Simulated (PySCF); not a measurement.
Gas-phase reaction: 5 GeH3Cl + 2 SiCl2 = 2 H3SiGeH3 + 3 GeHCl3, at 2000 K and a standard pressure of 1 bar. Level: B3LYP/def2-TZVP†.

Computed with PySCF and rigid-rotor harmonic-oscillator thermochemistry at 1 bar. † marks an energy on the PBE0/def2-TZVP geometry and frequencies. All species are closed-shell singlets. B3LYP is the form with VWN-RPA correlation. Ge: all electrons, no relativistic terms. The harmonic model lacks anharmonicity and excited electronic states, which grow with temperature; levels with a mode under 35 cm⁻¹ are left out. Internal rotation in H3SiGeH3 is treated as a harmonic vibration of one conformer, which makes the entropy rough.

```csv
species,E (Ha),H(2000 K) − E (kJ/mol),S°(2000 K) (J/mol/K)
GeH3Cl,-2539.11567,228.3,420.0
SiCl2,-1210.04493,116.8,388.8
H3SiGeH3,-2370.17402,389.8,545.1
GeHCl3,-3458.46357,220.7,514.0
```
E: electronic energy; H − E holds the zero-point and thermal terms. 1 Ha = 2625.5 kJ/mol.

**Question.** Work out ΔH°, ΔS°, ΔG° and log10 K from these numbers.

**Answer.** 1. ΔE = 2×(-2370.17402) + 3×(-3458.46357) − 5×(-2539.11567) − 2×(-1210.04493) = -0.07054 Ha = -185.2 kJ.
2. Δ(H − E) = 2×(389.8) + 3×(220.7) − 5×(228.3) − 2×(116.8) = 66.6 kJ, so ΔH° = -118.6 kJ.
3. ΔS° = 2×(545.1) + 3×(514.0) − 5×(420.0) − 2×(388.8) = -245.4 J/K; the number of gas molecules changes by -2.
4. ΔG° = ΔH° − TΔS° = -118.6 − 2000×(-245.4)/1000 = 372.2 kJ.
5. log10 K = −ΔG°/(RT ln 10) = -9.72, with RT ln 10 = 38.29 kJ/mol; at standard pressures the reactants are favoured.
6. A shift of 10 kJ in ΔE would move log10 K by 0.26 here.
For scale, ΔH°(298 K) is -175 kJ at this level, -199 kJ at ωB97M-V/def2-TZVP†, and runs from -348 to -144 kJ over the 20 levels computed.
